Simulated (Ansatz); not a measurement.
C₅H₈ClCuN₂ (`Cn1ccn(C)[c+]1[Cu-][Cl]`), charge 0, multiplicity 1.

(1) Give a relaxed structure at PBE0-D4/def2-TZVP (the Gaussian-basis code of Ansatz). (Best estimate.)

Results:

(1) The calculation gave: 
Cartesian coordinates in Å:
```
C 2.2884 0.8484 -0.0587
N 0.9310 0.5310 0.3204
C 0.3341 0.9335 1.4901
C -0.9224 0.4394 1.4695
N -1.0518 -0.2488 0.2878
C -2.2503 -0.9366 -0.1332
C 0.0870 -0.2027 -0.4372
Cu 0.4222 -0.9856 -2.1232
Cl 0.7944 -1.8566 -3.9964
H 2.4834 0.3967 -1.0301
H 2.9914 0.4459 0.6723
H 2.4199 1.9291 -0.1322
H 0.8435 1.5285 2.2291
H -1.7212 0.5196 2.1871
H -3.0807 -0.2343 -0.2220
H -2.5110 -1.7187 0.5816
H -2.0579 -1.3888 -1.1049
```
Point group C2v.
This is one stationary point; other conformers may exist.
